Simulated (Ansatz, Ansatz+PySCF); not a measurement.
```xyz
2

Be    0.0000    0.0000   -1.3385
O     0.0000    0.0000    0.6692
```

Basis set: cc-pVDZ (spherical functions). Frozen core: 1 orbital. Charge 0, multiplicity 1.

Computed with Ansatz (development build ahead of 0.2.0); each method stands on the lowest determinant of its kind that the runs found. Restricted open shells among the atoms or ions are ROHF, correlated in semicanonical orbitals with singles. Restricted functionals stand beside restricted open-shell atoms, which can lie above the unrestricted atoms usual in DFT and then raise those values.

The atomization energy at this shape (free ground-state atoms in the same class of orbitals less the molecule, no zero-point energy) of singlet BeO:

```tsv
method	atomization energy
ωB97X (unrestricted)	1.92 eV
r²SCAN (unrestricted)	2.38 eV
ωB97X (restricted)	0.58 eV
PBE0 (unrestricted)	2.02 eV
PBE (unrestricted)	2.46 eV
PBE (restricted)	1.80 eV
PBE0 (restricted)	0.70 eV
UHF-CCSDT(Q)	1.47 eV
UHF-CCSD(T)	1.31 eV
RHF-CCSD(T)	0.81 eV
UHF-MP2	1.78 eV
RHF-MP2	0.08 eV
UHF	0.66 eV
RHF	-2.17 eV
RHF-CCSD	0.33 eV
```

Problem. What does r²SCAN (restricted) give?

Solution. 1.24 eV. Caution for ωB97X (unrestricted), PBE0 (unrestricted), UHF-CCSDT(Q), UHF-CCSD(T), UHF-MP2, UHF: the determinant breaks the point group; the unrestricted determinant is a mixture of spin states. Caution for r²SCAN (unrestricted), PBE (unrestricted): the unrestricted determinant is spin contaminated. Caution for ωB97X (restricted), r²SCAN (restricted), PBE (restricted), PBE0 (restricted), RHF-CCSD(T), RHF-MP2, RHF, RHF-CCSD: an unrestricted determinant lies well below. Caution for UHF-CCSDT(Q), RHF-CCSD(T): the amplitudes may be one of several solutions. Caution for UHF-CCSD(T): the program doubts this total. Caution for RHF-CCSD(T), RHF-MP2, RHF-CCSD: large amplitudes, a single reference is doubtful. Caution for UHF: a free atom is spin contaminated. Caution for RHF: the molecule lies well above its atoms at this level.
